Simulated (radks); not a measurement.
The numbers below are computed, except where a source is named.
Effect of the nuclear size on the copper ion Cu25+, [He] 2s2. Level of theory: Dirac Kohn-Sham, relativistic LDA (MacDonald-Vosko exchange, VWN5 correlation), spin-unpolarised, spherical densities, finite nucleus; Fermi nuclear charge, rms radius 3.8823 fm (a radial shooting solver on a logarithmic mesh with Libxc functionals). The rms radius is varied about that value; shifts are against it.

rms radius (fm)  total energy shift (eV)  density at nucleus (e/bohr^3)  1s1/2 shift (meV)  2s1/2 shift (meV)  2p1/2 (empty) shift (meV)  3s1/2 (empty) shift (meV)
3.2611                           -0.0579                      2.247e+04              -24.4              -2.83                      0.220                     -0.790
3.7154                           -0.0165                      2.231e+04              -6.95             -0.807                      0.063                     -0.225
3.8823                                 0                      2.226e+04              0.000              0.000                      0.000                      0.000
4.0648                            0.0188                      2.221e+04               7.93              0.920                     -0.071                      0.257
4.6704                            0.0872                      2.205e+04               36.7               4.26                     -0.331                       1.19

Slopes of the eigenvalues against <r^2> in GHz/fm^2, as finite differences over the two radii next to the reference (eigenvalue slopes, not the field-shift constants of lines): 1s1/2 1320, 2s1/2 154, 2p1/2 (empty) -11.9, 3s1/2 (empty) 42.9.
